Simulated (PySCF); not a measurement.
Relaxation of singlet [TcS3]-

These are results of PBE0/[Tc def2-SVPD with ECP28, S def2-SVPD], scalar-relativistic core potentials, density fitting, no spin–orbit coupling, PySCF, not measurements. A (50,194) grid was used.

A hand-made trigonal pyramidal start, of C3v symmetry, held to at least that symmetry:

Coordinates in bohr (charge -1 multiplicity 1):
```
Tc    0.0000    0.0000   -0.9347
S     3.5707    0.0000    0.9639
S    -1.7853    3.0923    0.9639
S    -1.7854   -3.0923    0.9639
```

Problem. What does it relax to?

Solution. It ends at D3h with Tc–S 2.103 Å (×3); S–Tc–S 120.0° (×3) (after a last refinement on a finer grid). A frequency run shows a minimum. Other isomers or separated fragments may lie lower.

Problem. How much energy is released, and in how many steps?

Solution. 133.7 kJ/mol in 8 steps.
